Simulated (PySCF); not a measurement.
C3HBrClF, SMILES FC(Cl)=C=CBr.

Geometry optimised at r2SCAN-D4/def2-SVP.

Two levels are set side by side: TDDFT-PBE/def2-SVPD (PySCF) and TDDFT-B3LYP/def2-SVPD (PySCF). Vertical, same geometry. The lowest singlet is HOMO→LUMO 97 % with PBE and HOMO→LUMO 85 %, HOMO→LUMO+1 13 % with the other functional; states are paired by order. Differences are taken from unrounded values.

| quantity | TDDFT-B3LYP | TDDFT-PBE | TDDFT-PBE minus TDDFT-B3LYP |
|---|---|---|---|
| lowest singlet excitation (eV) | 4.50 | 4.30 | -0.20 |
| lowest triplet excitation (TDA) (eV) | 3.83 | 3.73 | -0.10 |
| first bright state (f over 0.05) (eV) | 6.07 | 5.58 | -0.49 |
| its oscillator strength | 0.73 | 0.55 | -0.18 |

Functionals without exact exchange tend to place singlet excitations lower, as here. Differences between two approximate levels are no errors against the true value.

Rough cost on one machine, each run with all the roots and properties that it gave: TDDFT-B3LYP against TDDFT-PBE about 4 times.
